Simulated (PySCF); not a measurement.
Input of a response calculation (the driver script's job line, then coordinates in Å):

```
{"job": {"kind": "uv", "xc": "PBE0", "basis": "def2-SVPD", "nstates": 8, "ntriplets": 3}, "charge": 0, "multiplicity": 1}
N      2.142635    -1.277937     0.383329
B      1.022413    -0.513419     0.153256
C     -0.188188    -0.993338    -0.756073
C     -1.466773    -0.263332    -0.317066
C     -1.198497     1.236183    -0.177907
Ge     0.518780     1.329338     0.817534
H      2.273158    -2.201713     0.000533
H      2.922131    -0.981234     0.947213
H     -0.356819    -2.073070    -0.765260
H      0.024434    -0.706807    -1.792429
H     -1.779174    -0.658839     0.654114
H     -2.281878    -0.449013    -1.022779
H     -2.044897     1.735782     0.291738
H     -1.077501     1.676336    -1.169989
H      1.264785     2.593620     0.462356
H      0.217794     1.556388     2.280017
```

Output:

```
coarse grid: 57976 points
cycle   1  E = -2276.0189785351  dE = -3.001e-02  |g| = 5.774e-01  |ddm| = 5.575e+00
cycle   2  E = -2275.9818582466  dE =  3.712e-02  |g| = 7.015e-01  |ddm| = 1.533e+00
cycle   3  E = -2276.0886536367  dE = -1.068e-01  |g| = 5.147e-02  |ddm| = 8.836e-01
cycle   4  E = -2276.0893509584  dE = -6.973e-04  |g| = 1.976e-02  |ddm| = 1.213e-01
cycle   5  E = -2276.0894251919  dE = -7.423e-05  |g| = 5.695e-03  |ddm| = 3.579e-02
cycle   6  E = -2276.0894331155  dE = -7.924e-06  |g| = 1.026e-03  |ddm| = 1.185e-02
final grid: 122584 points
cycle   7  E = -2276.0894563685  dE =  8.207e-08  |g| = 1.422e-03  |ddm| = 1.147e-02
cycle   8  E = -2276.0894558393  dE =  5.292e-07  |g| = 2.078e-03  |ddm| = 3.861e-03
cycle   9  E = -2276.0894568199  dE = -9.806e-07  |g| = 1.145e-04  |ddm| = 2.182e-03
cycle  10  E = -2276.0894568228  dE = -2.939e-09  |g| = 1.210e-05  |ddm| = 1.674e-04
cycle  11  E = -2276.0894568228  dE = -3.411e-11  |g| = 4.298e-06  |ddm| = 3.435e-05
converged SCF energy = -2276.0894568228

Static polarisability (au): isotropic 87.820, principal 71.269 95.167 97.024

Singlet excitations
state   eV       nm        f      main configurations
  1   5.2921    234.3   0.00287   H->L 0.98
  2   6.3048    196.7   0.02021   H->L+1 0.97
  3   6.4761    191.4   0.00909   H-1->L 0.96
  4   6.6990    185.1   0.04220   H->L+2 0.95
  5   7.2002    172.2   0.03997   H-2->L 0.64, H-3->L 0.21
  6   7.3706    168.2   0.03582   H-1->L+1 0.66, H-2->L+1 0.20, H-3->L+1 0.09
  7   7.3934    167.7   0.11291   H-3->L 0.47, H-2->L 0.26, H->L+3 0.18
  8   7.4250    167.0   0.05898   H->L+3 0.67, H-3->L 0.23

Triplet excitations (Tamm-Dancoff, eV): 4.6636 5.8572 6.0384
```

Method used: TDDFT PBE0/def2-SVPD, vertical, gas phase, core orbitals frozen in the response in PySCF. The structure is a single GFN2-xTB conformer in the gas phase; no vibrational or solvent corrections. Relativistic effects, spin–orbit coupling among them, are left out although an element past zinc is present.

(1) What is the gap between the lowest singlet and the lowest triplet?

(2) What is the polarisability anisotropy, √(½[(α1 − α2)² + (α2 − α3)² + (α3 − α1)²])?

(3) Give the energy of state 3 in hartree, cm⁻¹ and kJ/mol.

(4) What transition dipole goes with state 7?

(5) How much of the mean polarisability do the listed states account for?

(6) Write the structure that the coordinates describe.

## Answers

(1) 5.2921 − 4.6636 = 0.6285 eV (full response against Tamm–Dancoff).

(2) 24.88 au.

(3) 0.23799 hartree, 52233 cm⁻¹, 624.8 kJ/mol.

(4) |μ|² = 3f / (2ΔE) = 3 × 0.1129 / (2 × 0.2717) = 0.623 au, so |μ| = 2.01 D.

(5) The sum over states Σ f/ΔE² (ΔE in hartree) gives 4.69 au, 5% of the total; the rest comes from higher roots of the same response equations.

(6) `N[B]1CC[CH2][GeH2]1` (C3H10BGeN), point group C1.

The SCF starts on a coarse grid; the energy jumps when the final grid takes over, and dE counts afresh there. H and L stand for HOMO and LUMO.
